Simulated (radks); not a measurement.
The mean radii <r> (bohr) of the occupied orbitals of an atom or ion are listed with their occupations. Calculated with a radial shooting solver on a logarithmic mesh with Libxc functionals: scalar-relativistic Kohn-Sham, PBEsol, spin-polarised, spherical densities, finite nucleus; Fermi nuclear charge, rms radius of each element as measured or else 0.836 A^(1/3) + 0.57 fm.

| orbital | occ. | <r> |
|---|---|---|
| 1s up | 1 | 0.02113 |
| 1s down | 1 | 0.02113 |
| 2s up | 1 | 0.08980 |
| 2s down | 1 | 0.08980 |
| 2p up | 3 | 0.07947 |
| 2p down | 3 | 0.07946 |
| 3s up | 1 | 0.2347 |
| 3s down | 1 | 0.2346 |
| 3p up | 3 | 0.2335 |
| 3p down | 3 | 0.2334 |
| 3d up | 5 | 0.2122 |
| 3d down | 5 | 0.2121 |
| 4s up | 1 | 0.5301 |
| 4s down | 1 | 0.5301 |
| 4p up | 3 | 0.5618 |
| 4p down | 3 | 0.5619 |
| 4d up | 5 | 0.6097 |
| 4d down | 5 | 0.6104 |
| 5s up | 1 | 1.296 |
| 5s down | 1 | 1.308 |
| 5p up | 3 | 1.537 |
| 5p down | 3 | 1.559 |
| 4f up | 7 | 0.8627 |
| 6s up | 1 | 4.065 |
| 6s down | 1 | 4.131 |
| 4f down | 3 | 0.9202 |

Name the element and its charge. Open shells, if any, are filled with parallel spins first.

Answer. Z = 66, dysprosium, charge 0: Dy in [Xe] 4f10 6s2. The 1s radius gives Z: for a bare nucleus <r> = (2 gamma + 1)/(2Z) with gamma = sqrt(1 - (Z/c)^2), 0.02085 bohr for Z = 66, and screening makes it slightly larger (0.02113 here). The occupations add up to 66, and the charge is Z minus that.
